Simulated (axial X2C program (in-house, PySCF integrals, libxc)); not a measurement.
## Nuclear properties of WCl

Calculated with an axial X2C code built on PySCF integrals: two-component X2C with atomic mean-field Coulomb and Gaunt terms, Gaussian nuclei, basis W dyall-cv3z, Cl dyall-av3z with contracted cores.

R = 2.271 Å (near the PBE0 minimum at charge 0 of the determinant lowest at the starting distance; the state shown can have its own minimum elsewhere).

Input and command:
```json
{"zs": [74, 17], "q": 0, "bas": ["dyall-cv3z", "dyall-av3z"], "r0": 2.36, "levels": ["PBE0", "HF", "B3LYP", "BP86", "LDA"], "nst": 3}
```
```bash
python soeom.py task.json out
```

Keys: zs atomic numbers; q charge; bas basis sets; r0 starting distance in Å; levels methods; nst determinants followed.

Determinant lowest in the PBE0 search, Ω = 5/2 (⟨Sz⟩ = 2.47, ⟨Lz⟩ = 0.03 at PBE0), spin on the atoms W 2.46, Cl 0.00:

| level | Eeff magnitude (GV/cm) | Ws magnitude W (kHz) | A∥/gI W (MHz) | qzz W (a.u.) | A∥/gI Cl (MHz) | qzz Cl (a.u.) | μ (D) |
| --- | --- | --- | --- | --- | --- | --- | --- |
| PBE0 | 21.1 | 8.87 | 2030 | 0.09 | -2.72 | 1.35 | -3.15 |
| HF | 28.3 | 11.9 | 1690 | -1.53 | -6.32 | 0.93 | -3.67 |
| B3LYP | 24.3 | 10.1 | 2100 | 0.33 | 0.228 | 1.32 | -2.99 |
| BP86 | 20.2 | 8.46 | 2150 | 0.71 | -1.6 | 1.43 | -2.64 |
| LDA | 20.7 | 8.65 | 2170 | 0.94 | -4.62 | 1.49 | -2.60 |

Eeff is the effective electric field on the electron electric dipole moment in this Ω state and Ws the scalar–pseudoscalar constant of the nucleus named (defined with the proton number Z and per Ω); A∥ (defined per Ω) follows by multiplying with gI = μI/(I μN); qzz is the electric field gradient, eQq0 = 234.96 MHz × Q/barn × qzz; μ is positive if the Cl end (last atom) is positive. The operators were transformed with the bare-nucleus X2C matrices; with these basis sets, hyperfine constants and field gradients can be off by tens of per cent, and where levels differ in sign neither size nor sign is settled.

**Question.** With gI(183W) = 0.2356, Q(35Cl) = -0.08112 barn (g factors from the IAEA table of nuclear moments by Stone; Q from Pyykkö, Mol. Phys. 2018), turn the PBE0 values of the first state into constants in MHz.

**Answer.** A∥(183W) = 2030 × 0.2356 = 478 MHz; eQq0(35Cl) = 234.96 × (-0.08112) × (1.35) = -25.7 MHz.

Each state is one determinant with collinear spin, which with several unpaired electrons need not be a pure state. Unrestricted Hartree–Fock can overshoot spin polarisation at the nuclei. This is the top spin component of a Σ state; components of lower Ω are not single determinants and can lie lower. With several open shells hyperfine constants can be off by a factor of several. The search compared states at one distance, so a state with another bond length can lie lower. Further determinants of the search, some of them spin-mixed, are not shown. Where a field gradient or hyperfine factor spreads by more than a factor of two over the levels, a constant derived from it is not to be relied on.
